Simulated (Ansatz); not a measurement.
Program: Ansatz. Geometries: PBE0-D4/def2-TZVP. ΔE: electronic, gas phase. CBS: MP2 limit from def2 TZ/QZ plus the TZ coupled-cluster correction, frozen cores. This one scheme is used for every species. One conformer a species, not always the lowest.

Consider the formal exchange of groups at a C–Si bond: `ClC[SiH2]Cl` + `CCCCl` → `CCC(Cl)CCl` + `[SiH3]Cl`.

| level | ΔE (kJ/mol) |
| --- | --- |
| HF/CBS(def2) | 26.2 |
| MP2/CBS(def2) | 19.5 |

**Question.** What does CCSD(T)/CBS give? (Best estimate.)

**Answer.** Ansatz gave: +20.7 kJ/mol. The listed levels differ from it by 5.5, -1.2 kJ/mol.

Largest T1 diagnostic among the species: 0.009.

In def2-TZVPP, CCSD(T) changes the Hartree–Fock value by −7.1 kJ/mol (the triples alone add −1.7 kJ/mol) and MP2 by −8.4 kJ/mol. The D4 term adds −4.0 kJ/mol with B3LYP and −2.4 kJ/mol with PBE0; it sums over pairs of atoms, weighted by their polarisabilities, and B3LYP, whose exchange is more repulsive, gets the larger term.

B3LYP here is the variant with VWN-RPA as its local correlation; programs differ in this.
